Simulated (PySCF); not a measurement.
Screening by computed properties: pick the candidate that meets the target.

Species are written as SMILES; each is one conformer at its optimised geometry, gas phase, non-relativistic unless stated; the electronic structure was computed with PySCF and density fitting.

The conformers computed, where there is a choice (atom-mapped SMILES and torsion angles):
- `[CH2:1]=[C:2]=[CH:3]/[CH:4]=[C:5]\[C:6]#[N:7]`: C2–C3–C4–C5 180°
- `[CH3:1][CH2:2][C:3]([S-:4])[O:5][CH3:6]`: C1–C2–C3–S4 -142°, C2–C3–O5–C6 -174°
- `[CH2:1]=[C:2][CH2:3][C:4]#[C:5][C:6]#[N:7]`: C1–C2–C3–C4 0°

Problem. Wanted: isotropic g value below 2.0024 (unrestricted B3LYP/pcH-1, mean-field spin–orbit) and smallest rotational constant below 2 GHz (GFN2-xTB), at GFN2-xTB geometries. Which candidate meets both?
A. `C=[C]CC#CC#N` [radical]
B. `CC[C]([S-])OC` [radical]
C. `C=C=C/C=[C]\C#N` [radical]
D. `C[C](C)Cl` [radical]
E. `N#C[C]1C=CC=C1` [radical]

Solution. A. Computed values:
```
                  species  isotropic g value  smallest rotational constant
   C=[C]CC#CC#N [radical]            2.00219                     1.080 GHz
C=C=C/C=[C]\C#N [radical]            2.00255                     0.892 GHz
 N#C[C]1C=CC=C1 [radical]            2.00287                     1.637 GHz
      C[C](C)Cl [radical]            2.00539                     3.173 GHz
  CC[C]([S-])OC [radical]            2.00609                     1.476 GHz
```
